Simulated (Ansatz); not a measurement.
`B[SiH]1CO1`, relaxed with RKS PBE-D4/def2-SVP in Ansatz 0.2.0 from a rough embedded geometry. The force threshold is 0.03 eV/Å; the program also tests the step.

The species carries charge 0 and has multiplicity 1.

Start:

```xyz
9

B     1.053   -1.011   -0.869
Si   -0.570   -0.278   -0.286
C    -0.435    1.250    0.752
O    -0.522    0.032    1.400
H     1.798   -0.402   -1.640
H     1.474   -2.093   -0.496
H    -1.874   -0.975   -0.541
H     0.494    1.724    0.759
H    -1.417    1.754    0.921
```

```csv
step,energy (eV),largest force (eV/Å),largest move (Å)
1,-11702.5052,3.628,0.000
2,-11703.0257,0.827,0.197
3,-11703.0977,0.376,0.126
4,-11703.0983,0.715,0.195
5,-11703.1536,0.299,0.200
6,-11703.1893,0.347,0.199
7,-11703.2123,0.329,0.199
8,-11703.2472,0.389,0.196
9,-11703.2937,0.236,0.200
10,-11703.3247,0.223,0.200
11 (rejected),-11703.3032,0.805,0.195
12,-11703.3443,0.254,0.095
13,-11703.3538,0.114,0.100
14,-11703.3576,0.045,0.092
15,-11703.3582,0.019,0.035
```

End:

```xyz
9

B     1.112   -1.111   -0.849
Si   -0.506   -0.561    0.102
C    -0.512    1.271    0.576
O    -0.331    0.313    1.603
H     2.181   -0.696   -0.446
H     1.067   -1.762   -1.875
H    -1.871   -1.167   -0.034
H     0.357    1.928    0.367
H    -1.497    1.785    0.555
```

Run time 21 s (2 threads of an Arm Neoverse V2 on a shared host); peak host memory 0.15 GiB.
